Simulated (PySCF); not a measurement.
Job for PySCF: R-HF/3-21G on ClH3SiSn (SMILES [SiH3][Sn][Cl]), a point of a torsion scan.

```python
from pyscf import gto, scf, dft, mp
from pyscf.data.elements import chemcore

mol = gto.M(
    atom='''
    Si   -0.72599540    0.03440375   -0.01422457
    Sn    1.57604281    1.33235647   -0.02949140
    Cl    2.70718098   -0.09694647   -1.55809903
    H    -1.13898967   -0.47472178    1.31340431
    H    -1.89753312    0.84499776   -0.41765594
    H    -0.82124897   -1.15417867   -0.87930904
    ''',
    basis='3-21g',
    charge=0, spin=0, verbose=3, max_memory=1800)
mf = scf.RHF(mol)
mf.conv_tol = 1e-8
mf.max_cycle = 100
mf.kernel()
if not mf.converged:
    mf = mf.newton().run(mf.mo_coeff, mf.mo_occ)
```

Program output:

```
converged SCF energy = -6742.75155507942
```

Self-consistency was reached.

Cost: around 0.7 core-seconds (rough).
